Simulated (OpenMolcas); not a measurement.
# Levels of Sb by method

```json
{
  "Program": "OpenMolcas 26.06",
  "Basis": "ANO-RCC-VQZP [8s7p5d3f2g]",
  "Scalar Hamiltonian": "DKH2, point nucleus",
  "Active space": "5 electrons in 8 orbitals (5s 5p 6s 6p)",
  "State averaging": "2S+1 = 4 odd, 1 root; 2S+1 = 2 odd, 8 roots; 2S+1 = 4 even, 3 roots",
  "Spin-orbit coupling": "state interaction with AMFI integrals over the reference wave functions, term energies averaged over their components"
}
```

Methods on the same reference wave functions:
A. CASSCF
B. SS-CASPT2, IPEA 0.25 Eh, imaginary shift 0.1 Eh (closed shells correlated: 4d)

Energies in cm-1 above 5s2 5p3 4S* 3/2, the measured ground level; measured values from NIST Handbook of Basic Atomic Spectroscopic Data.

```csv
Level,A,B,Measured
5s2 5p3 4S* 3/2,0.0,0.0,0.0
5s2 5p3 2D* 3/2,11703,9600,8512
5s2 5p3 2D* 5/2,13111,10670,9854
5s2 5p3 2P* 1/2,17901,17920,16395
5s2 5p3 2P* 3/2,19615,19300,18464
5s 5p4 4P 5/2,60279,60670,
5s 5p4 4P 3/2,62095,62490,
5s 5p4 4P 1/2,63185,63580,
```

Deviations, from unrounded energies. A percentage is the sum of absolute deviations over the sum of measured energies, with the sign that they share, or ± where signs differ.

| Against measurement | Levels | A | B |
| --- | --- | --- | --- |
| mean absolute deviation (cm-1) | 4 | 2300 | 1100 |
| other terms of the ground configuration (%) | 4 | +17.1 | +8.0 |

B lies closest to measurement on these levels. The largest miss of B in the table is 5s2 5p3 2P* 1/2, by +1500 cm-1. The ranking rests on the paired levels alone, and a cruder setting can come out closer through cancelling errors.

From A to B the spin-free energies of the other terms of 5s2 5p3 shown, above 4S*, scale by factors of 0.81 to 1.00.

The lowest spin-free term lies below A's lowest term by 0.526 hartree in B.

CASPT2 breaks the degeneracy within a term, and the mean is taken; among the terms shown or strongly mixed into the levels shown the widest spread is 110 cm-1 (5s2 5p3 2D*, B). Active for correlation alone: 6p 6s; no level in the range computed is led by a configuration that fills them, so any true level of that kind is missing. Terms of s pⁿ other than that of highest spin mix with s² pⁿ⁻² d, which this space lacks; all of them can be thousands of cm-1 off, and some have no real level of that name. Measured partners are found by configuration, term and J. A level has none where our copy of the source lacks it or the pairing is in doubt (some pairs that miss far off the trend of their configuration count as doubtful), and it then counts in no deviation. Levels of configurations outside the active space are missing.

* marks odd parity.
